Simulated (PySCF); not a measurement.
**Polarisability and C₆ of Si⁺ (silicon, charge +1)**

[Ne] 3s1 3p2, high-spin 4P determinant (an excited configuration). All numbers are calculated (PySCF 2.14, scalar relativity by spin-free X2C-1e, in dyall-av3z (19s12p3d2f, 84 functions)). Coupled (time-dependent) response in atomic units; α is the mean over directions.

```json
{"method": "LC-wPBE", "mean α (bohr³)": "17.28", "α xx, yy, zz": "17.66, 17.09, 17.09", "C₆ (like pair)": "86.44", "S(−4)": "121.4"}
```

S(−4) is the Cauchy moment in α(ω) = α(0) + S(−4) ω² + …

α(iu) at LC-wPBE:

```
u (hartree)  α(iu) (bohr³)
          0          17.28
     0.0500          16.98
      0.100          16.15
      0.200          13.52
      0.300          10.68
      0.500          6.457
      0.750          3.704
       1.00          2.352
       1.50          1.186
       2.00         0.7214
       3.00         0.3604
       5.00         0.1522
```

A single London oscillator, α(iu) = α/(1 + u²/ω²), gives C₆ = (3/4) ω α². Matching the computed C₆ needs ω = 4 × 86.44 / (3 × 17.28²) = 0.386 hartree.

For an ion, C₆ is the dispersion term alone; charge-induced terms of lower order in 1/R come first.

The components differ because the open shell of this determinant is not spherical; for a pure term their mean is the scalar polarisability.
